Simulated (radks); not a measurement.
The mean radii <r> (bohr) of the occupied orbitals of an atom or ion are listed with their occupations. Method: Dirac Kohn-Sham, AM05, spin-unpolarised, spherical densities, point nucleus; computed with a radial shooting solver on a logarithmic mesh with Libxc functionals.

| orbital | occ. | <r> |
|---|---|---|
| 1s1/2 | 2 | 0.04554 |
| 2s1/2 | 2 | 0.2028 |
| 2p1/2 | 2 | 0.1748 |
| 2p3/2 | 4 | 0.1785 |
| 3s1/2 | 2 | 0.5991 |
| 3p1/2 | 2 | 0.6105 |
| 3p3/2 | 4 | 0.6212 |
| 3d3/2 | 4 | 0.6756 |
| 3d5/2 | 6 | 0.6804 |
| 4s1/2 | 2 | 1.940 |
| 4p1/2 | 2 | 2.516 |
| 4p3/2 | 1 | 2.570 |

Name the element and its charge. Open shells, if any, fill j = l - 1/2 first.

Answer. Z = 33, arsenic, charge 0: As in [Ar] 3d10 4s2 4p3. The 1s radius gives Z: for a bare nucleus <r> = (2 gamma + 1)/(2Z) with gamma = sqrt(1 - (Z/c)^2), 0.04456 bohr for Z = 33, and screening makes it slightly larger (0.04554 here). The occupations add up to 33, and the charge is Z minus that.
